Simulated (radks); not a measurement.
The dysprosium ion Dy3+, configuration [Xe] 4f9 (the NIST ground configuration). All-electron calculation, scalar-relativistic Kohn-Sham, BLYP, spin-polarised, spherical densities, point nucleus; open shells are filled with parallel spins first (spin-orbit coupling, left out, can overturn this in heavy ions). Program: a radial shooting solver on a logarithmic mesh with Libxc functionals.

Normalised radial functions P(r) = r R(r), r in bohr:

```
   r/bohr * 4d down, o 5s down, + 5p up (the largest magnitude, 1.36, reaches the edge; | marks zero, & curves that meet)
 0.000759                             &o
 0.001012                             &o
 0.001361                             &o
 0.001815                             &o
 0.002441                             & o
 0.003255                             & o
 0.004342                             &  o
 0.005837                             &  o
 0.007785                             *+ o
  0.01038                             *+ o
  0.01396                             * +o
  0.01862                             |*&
  0.02503                             o* +
  0.03339                           o | * +
  0.04453                         o   |   *+
  0.05987                        o    |   +  *
  0.07986                         o   | +        *
   0.1065                           + |o             *
   0.1432                       +     |     o         *
    0.191                       +     |      o    *
   0.2568                            +*o
   0.3425             *       o       |      +
   0.4568  *               o          |         +
   0.6142  *                         o|  +
   0.8191          *          +       |            o
    1.101           +        *        |                    o
    1.469           +              *  |                o
    1.959                 +          *|        o
    2.634                        +    *  o
    3.513                           + *o
    4.686                             &
      6.3                             &
```

4d down: eigenvalue -182.73 eV, 1 radial node at r = 0.255 bohr, <r> = 0.609 bohr, 90 % of the charge inside 0.915 bohr. 5s down: eigenvalue -76.922 eV, 4 radial nodes at r = 0.0256, 0.101, 0.265, 0.627 bohr, <r> = 1.28 bohr, 90 % of the charge inside 1.85 bohr. 5p up: eigenvalue -54.112 eV, 3 radial nodes at r = 0.0911, 0.267, 0.671 bohr, <r> = 1.47 bohr, 90 % of the charge inside 2.15 bohr.
